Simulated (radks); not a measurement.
Values are calculated unless marked as measured or tabulated.
Q: These are the eigenvalues of the occupied orbitals of an atom or ion with whole-number occupations (eV). Level of theory: Dirac Kohn-Sham, LDA (Slater exchange, Perdew-Wang correlation), spin-unpolarised, spherical densities, finite nucleus; Fermi nuclear charge, rms radius of each element as measured or else 0.836 A^(1/3) + 0.57 fm (a radial shooting solver on a logarithmic mesh with Libxc functionals).

| orbital | eigenvalue |
|---|---|
| 1s1/2 | -26489.48 |
| 2s1/2 | -3943.983 |
| 2p1/2 | -3674.873 |
| 2p3/2 | -3482.693 |
| 3s1/2 | -745.5951 |
| 3p1/2 | -637.5681 |
| 3p3/2 | -603.2496 |
| 3d3/2 | -411.2541 |
| 3d5/2 | -404.2729 |
| 4s1/2 | -119.3608 |
| 4p1/2 | -84.6336 |
| 4p3/2 | -78.7393 |
| 4d3/2 | -25.7420 |
| 4d5/2 | -25.0208 |
| 5d3/2 | -4.2026 |

Which element is it, and in what charge state? The configuration may be excited. Open shells, if any, fill j = l - 1/2 first.

A: Z = 48, cadmium, charge +1: Cd+ in [Kr] 4d10 5d1. The list shows which subshells hold electrons but not how many an open one holds; the 1s level, -973.47 hartree, gives Z - s = 44.1 by -(Z - s)^2/2, which with screening and relativity narrows Z to a few neighbours, and the depths of the outer levels then fix element, charge and occupations together.
